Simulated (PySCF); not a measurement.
NMR data simulated for an unnamed compound:

1H NMR (400 MHz, computed): δ 2.59 (s, 2H), 2.06 (s, 6H), 1.94 (s, 6H).

13C{1H} NMR (computed): δ 143.2 (C), 140.4 (C), 52.5 (CH2), 15.9 (CH3), 13.5 (CH3).

- GFN2-xTB geometry
- PBE0/pcSseg-1 with gauge-including orbitals
- code: PySCF 2.14.0 with density-fitted response routines
- no relativistic terms, averaged over atoms made equivalent by symmetry, fast rotation or ring inversion, no solvent model, single conformer

Chemical shifts δ = σref − σ; 1H, 13C against TMS, all at this level.

**Question.** Which of these does the molecule contain: a non-aromatic C=C double bond, a (CH3)2CH unit, a C≡C triple bond, a ketone?

**Answer.** 
- A non-aromatic C=C double bond: yes.
- A (CH3)2CH unit: no.
- A C≡C triple bond: no.
- A ketone: no.

The data belong to tetramethylcyclopentadiene (CC1=C(C)C(C)=C(C)C1, C₉H₁₄); they needn't prove each group on their own.

Carbon signals by region: 2 in the sp2 and nitrile region (100–160 ppm), 1 at 50–100 ppm, 2 below 50 ppm.

Shifts are as computed. Against solution values, carbons near 30 ppm lie about +3 ppm off and those near 130 ppm about +5 ppm. Of 1211 compounds with measured shifts, 218 miss one by over three times the rms of a fit or turn the order of signals round; such compounds aren't used in these exercises. No couplings were computed; multiplicities are counted from neighbouring protons, with m where these are inequivalent, close in shift, in a saturated or five-membered ring or joined by F or P, and br s for small geminal =CH2 splittings.
